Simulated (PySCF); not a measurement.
## Bond energies at r²SCAN/def2-TZVPP beside a composite method

PySCF, lowest determinants of a PBE0 search. The composite is CCSD(T) extrapolated to the basis-set limit from two correlation-consistent sets, with core-valence (CV) and scalar-relativistic (SR) terms as its label shows; it has no spin–orbit coupling and nothing beyond (T).

```json
{"species": "CdO", "state (unpaired electrons)": "triplet (σ ↑, π ↑)", "De r²SCAN (eV)": "1.23", "De composite (eV)": "0.87", "composite": "CCSD(T)/CBS(DT)", "dissociates to": "Cd + O"}
{"species": "Rb2", "state (unpaired electrons)": "singlet (closed shell)", "De r²SCAN (eV)": "0.32", "De composite (eV)": "0.51", "composite": "CCSD(T)/CBS(DT)", "dissociates to": "Rb + Rb"}
{"species": "KCl", "state (unpaired electrons)": "singlet (closed shell)", "De r²SCAN (eV)": "4.37", "De composite (eV)": "4.33", "composite": "CCSD(T)/CBS(DT)+CV", "dissociates to": "K + Cl"}
{"species": "CdI", "state (unpaired electrons)": "doublet (σ ↑)", "De r²SCAN (eV)": "1.39", "De composite (eV)": "1.13", "composite": "CCSD(T)/CBS(DT)", "dissociates to": "Cd + I"}
{"species": "CaF", "state (unpaired electrons)": "doublet (σ ↑)", "De r²SCAN (eV)": "5.94", "De composite (eV)": "5.51", "composite": "CCSD(T)/CBS(DT)+CV", "dissociates to": "Ca + F"}
{"species": "SiBr", "state (unpaired electrons)": "doublet (π ↑)", "De r²SCAN (eV)": "3.99", "De composite (eV)": "3.88", "composite": "CCSD(T)/CBS(TQ)", "dissociates to": "Si + Br"}
{"species": "CI", "state (unpaired electrons)": "doublet (π ↑)", "De r²SCAN (eV)": "3.14", "De composite (eV)": "2.96", "composite": "CCSD(T)/CBS(TQ)+CV", "dissociates to": "C + I"}
{"species": "TeS", "state (unpaired electrons)": "triplet (π ↑↑)", "De r²SCAN (eV)": "3.84", "De composite (eV)": "3.57", "composite": "CCSD(T)/CBS(TQ)", "dissociates to": "Te + S"}
```

Does r²SCAN bind more or less than the composite, by how much on average, and where is the difference largest?

r²SCAN/def2-TZVPP binds more on average, method and basis taken together: the mean signed difference is +0.18 eV and the mean absolute one 0.23 eV; it is largest for CaF (+0.43 eV).

The molecules are drawn from runs that passed checks on state, spin purity and fit, so the hardest cases are missing and the errors look smaller than over all diatomics.

Correlated steps freeze the inner cores (5 to 28 orbitals); shallow outer-core shells are correlated. Closed-shell solutions of metal pairs were not tested for spin polarisation, which can lower them a little. Weak bonds: Rb2. Basis-set superposition, not corrected here, can be much of De in a small basis, most of all at correlated wavefunction levels. Functionals without a dispersion term scatter widely for such bonds, and LDA overbinds them. These are scalar-relativistic numbers at best; spin–orbit coupling would shift them, the dissociation energy most. Where the molecule has an RHF reference, its open-shell atoms are computed with UHF. The CCSD T1 diagnostic is raised in CI, CdO, a sign that a single reference may not be enough there. States were picked by a PBE0 search and need not be the measured ground states.
